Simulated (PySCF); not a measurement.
C₂H₅O (SMILES [CH2-]OC), charge -1, singlet, geometry from GFN2-xTB (in this run its highest filled SCF level lies above zero, so its values depend strongly on the basis, on diffuse functions most of all); TPSS/6-31G (PySCF).

The PySCF input:
```python
from pyscf import gto, scf, dft

mol = gto.M(
    atom='''
C    -0.01387129    1.32048858   -0.14685513
O     0.00480545    0.04658534    0.60549664
C     0.00885831   -1.08473522   -0.17190786
H     0.86993040    1.24954023   -0.87427756
H    -0.90863771    1.23257197   -0.85885667
H     0.02301881   -1.98265824    0.47327149
H    -0.88652396   -1.15182118   -0.82804795
H     0.89384676   -1.13483572   -0.84348446
''',
    basis='6-31g',
    charge=-1,
    verbose=4,
)

mf = dft.RKS(mol)
mf.xc = 'tpss'
mf.small_rho_cutoff = 0
mf.kernel()
mf.analyze()
```

It wrote (shortened):

```
PySCF version 2.14.0

[INPUT] verbose = 4
[INPUT] num. atoms = 8
[INPUT] num. electrons = 26
[INPUT] charge = -1
[INPUT] spin (= nelec alpha-beta = 2S) = 0
[INPUT] symmetry False subgroup None
[INPUT] Mole.unit = angstrom
[INPUT] Symbol           X                Y                Z      unit          X                Y                Z       unit  Magmom
[INPUT]  1 C     -0.013871290000   1.320488580000  -0.146855130000 AA   -0.026212939094   2.495361766816  -0.277515975687 Bohr   0.0
[INPUT]  2 O      0.004805450000   0.046585340000   0.605496640000 AA    0.009080984405   0.088033534020   1.144222818944 Bohr   0.0
[INPUT]  3 C      0.008858310000  -1.084735220000  -0.171907860000 AA    0.016739779826  -2.049852483470  -0.324858774060 Bohr   0.0
[INPUT]  4 H      0.869930400000   1.249540230000  -0.874277560000 AA    1.643930203433   2.361288816326  -1.652145145253 Bohr   0.0
[INPUT]  5 H     -0.908637710000   1.232571970000  -0.858856670000 AA   -1.717076418352   2.329223452116  -1.623003886556 Bohr   0.0
[INPUT]  6 H      0.023018810000  -1.982658240000   0.473271490000 AA    0.043499246613  -3.746681072212   0.894353498665 Bohr   0.0
[INPUT]  7 H     -0.886523960000  -1.151821180000  -0.828047950000 AA   -1.675287487265  -2.176626574673  -1.564783843508 Bohr   0.0
[INPUT]  8 H      0.893846760000  -1.134835720000  -0.843484460000 AA    1.689125573730  -2.144528707174  -1.593954619727 Bohr   0.0

nuclear repulsion = 75.9480295608765
number of shells = 25
number of NR pGTOs = 86
number of NR cGTOs = 37
basis = 6-31g
ecp = {}

******** <class 'pyscf.dft.rks.RKS'> ********
method = RKS
initial guess = minao
damping factor = 0
level_shift factor = 0
DIIS = <class 'pyscf.scf.diis.CDIIS'>
diis_start_cycle = 1
diis_space = 8
diis_damp = 0
SCF conv_tol = 1e-09
SCF conv_tol_grad = None
SCF max_cycles = 50
direct_scf = True
direct_scf_tol = 1e-13
XC library pyscf.dft.libxc version 7.1.2
    S. Lehtola, C. Steigemann, M. J. T. Oliveira, and M. A. L. Marques,  SoftwareX 7, 1–5 (2018)
XC functionals = tpss
    J. Tao, J. P. Perdew, V. N. Staroverov, and G. E. Scuseria,  Phys. Rev. Lett. 91, 146401 (2003)
    J. P. Perdew, J. Tao, V. N. Staroverov, and G. E. Scuseria,  J. Chem. Phys. 120, 6898 (2004)
    J. Tao, J. P. Perdew, V. N. Staroverov, and G. E. Scuseria,  Phys. Rev. Lett. 91, 146401 (2003)
    J. P. Perdew, J. Tao, V. N. Staroverov, and G. E. Scuseria,  J. Chem. Phys. 120, 6898 (2004)
radial grids:
    Treutler-Ahlrichs [JCP 102, 346 (1995); DOI:10.1063/1.469408] (M4) radial grids

becke partition: Becke, JCP 88, 2547 (1988); DOI:10.1063/1.454033
pruning grids: <function nwchem_prune>
grids dens level: 3
symmetrized grids: False
atomic radii adjust function: <function treutler_atomic_radii_adjust>
small_rho_cutoff = 0
Set gradient conv threshold to 3.16228e-05
Initial guess from minao.
tot grids = 91360
init E= -154.350613145694
  HOMO = -0.227710989796049  LUMO = 0.0157264489916702  gap/eV = 6.62427
cycle= 1 E= -154.13816186391  delta_E= 0.212  |g|= 0.76  |ddm|= 2.47
  HOMO = 0.262054543392176  LUMO = 0.314870019685716  gap/eV = 1.43718
cycle= 2 E= -152.776838540163  delta_E= 1.36  |g|= 2.26  |ddm|= 15.1
  HOMO = 0.12053376406609  LUMO = 0.298191546754718  gap/eV = 4.83431
cycle= 3 E= -154.274165785607  delta_E= -1.5  |g|= 0.245  |ddm|= 14.6
  HOMO = 0.151166010076416  LUMO = 0.26575606020528  gap/eV = 3.11815
cycle= 4 E= -154.286539237787  delta_E= -0.0124  |g|= 0.151  |ddm|= 0.82
  HOMO = 0.142306267449127  LUMO = 0.269043025053368  gap/eV = 3.44868
cycle= 5 E= -154.292629518881  delta_E= -0.00609  |g|= 0.0293  |ddm|= 0.26
  HOMO = 0.145748492864785  LUMO = 0.271059881967065  gap/eV = 3.40990
cycle= 6 E= -154.292766115099  delta_E= -0.000137  |g|= 0.015  |ddm|= 0.0517
  HOMO = 0.14322000462122  LUMO = 0.271120198589483  gap/eV = 3.48034
cycle= 7 E= -154.292832346501  delta_E= -6.62e-05  |g|= 0.000658  |ddm|= 0.0416
  HOMO = 0.143123761617844  LUMO = 0.271047132907124  gap/eV = 3.48097
cycle= 8 E= -154.292832470451  delta_E= -1.24e-07  |g|= 9.53e-05  |ddm|= 0.00126
  HOMO = 0.143106268195046  LUMO = 0.271043954513999  gap/eV = 3.48136
cycle= 9 E= -154.292832474137  delta_E= -3.69e-09  |g|= 1.67e-05  |ddm|= 0.000385
  HOMO = 0.143105355583484  LUMO = 0.271043771876794  gap/eV = 3.48138
cycle= 10 E= -154.292832474236  delta_E= -9.9e-11  |g|= 3e-06  |ddm|= 5.2e-05
  HOMO = 0.14310529729863  LUMO = 0.27104422009345  gap/eV = 3.48140
Extra cycle  E= -154.292832474234  delta_E= 2.05e-12  |g|= 5.21e-06  |ddm|= 1.8e-05
converged SCF energy = -154.292832474234
**** SCF Summaries ****
Total Energy =                        -154.292832474233933
Nuclear Repulsion Energy =              75.948029560876464
One-electron Energy =                 -365.344731373690365
Two-electron Energy =                  135.103869338579955
Two-electron Coulomb Energy =          156.643772483559644
DFT Exchange-Correlation Energy =      -21.539903144979675
HOMO-LUMO gap [eV] =                     3.481395415152830
**** MO energy ****
MO #1   energy= -18.6574408196501  occ= 2
MO #2   energy= -9.83537037547272  occ= 2
MO #3   energy= -9.72469526262928  occ= 2
MO #4   energy= -0.723445770948043 occ= 2
MO #5   energy= -0.426889415162951 occ= 2
MO #6   energy= -0.317403981399439 occ= 2
MO #7   energy= -0.201915184360032 occ= 2
MO #8   energy= -0.191260099266101 occ= 2
MO #9   energy= -0.17348967563956  occ= 2
MO #10  energy= -0.0791517629681708 occ= 2
MO #11  energy= -0.0308795244890123 occ= 2
MO #12  energy= 0.0339217798531093 occ= 2
MO #13  energy= 0.14310529729863   occ= 2
MO #14  energy= 0.27104422009345   occ= 0
MO #15  energy= 0.316752577882527  occ= 0
MO #16  energy= 0.335566309304908  occ= 0
MO #17  energy= 0.335579273393236  occ= 0
MO #18  energy= 0.355301208207241  occ= 0
MO #19  energy= 0.402949550008529  occ= 0
MO #20  energy= 0.4547124115167    occ= 0
MO #21  energy= 0.740834653385896  occ= 0
 ** Mulliken pop on meta-lowdin orthogonal AOs  **
 ** Mulliken pop  **
pop of  0 C 1s            1.99992
pop of  0 C 2s            1.33522
pop of  0 C 3s            0.00807
pop of  0 C 2px           0.96165
pop of  0 C 2py           1.12012
pop of  0 C 2pz           1.07853
pop of  0 C 3px           0.00560
pop of  0 C 3py           0.02293
pop of  0 C 3pz           0.01016
pop of  1 O 1s            1.99996
pop of  1 O 2s            1.64788
pop of  1 O 3s            0.00477
pop of  1 O 2px           1.87494
pop of  1 O 2py           1.22556
pop of  1 O 2pz           1.62359
pop of  1 O 3px           0.00446
pop of  1 O 3py           0.00613
pop of  1 O 3pz           0.00271
pop of  2 C 1s            1.99991
pop of  2 C 2s            1.02952
pop of  2 C 3s            0.00421
pop of  2 C 2px           1.10662
pop of  2 C 2py           0.92270
pop of  2 C 2pz           1.01997
pop of  2 C 3px           0.00690
pop of  2 C 3py           0.00762
pop of  2 C 3pz           0.00949
pop of  3 H 1s            1.02992
pop of  3 H 2s            0.00496
pop of  4 H 1s            1.02992
pop of  4 H 2s            0.00496
pop of  5 H 1s            0.94784
pop of  5 H 2s            0.01206
pop of  6 H 1s            0.95351
pop of  6 H 2s            0.01208
pop of  7 H 1s            0.95351
pop of  7 H 2s            0.01208
 ** Mulliken atomic charges  **
charge of    0C =     -0.54220
charge of    1O =     -0.39001
charge of    2C =     -0.10696
charge of    3H =     -0.03488
charge of    4H =     -0.03488
charge of    5H =      0.04010
charge of    6H =      0.03442
charge of    7H =      0.03442

WARN: System has nonzero charge -1; the dipole moment is origin-dependent.
Location of origin: [0. 0. 0.]

Dipole moment(X, Y, Z, Debye):  0.03685, -4.92974, -1.17420
```
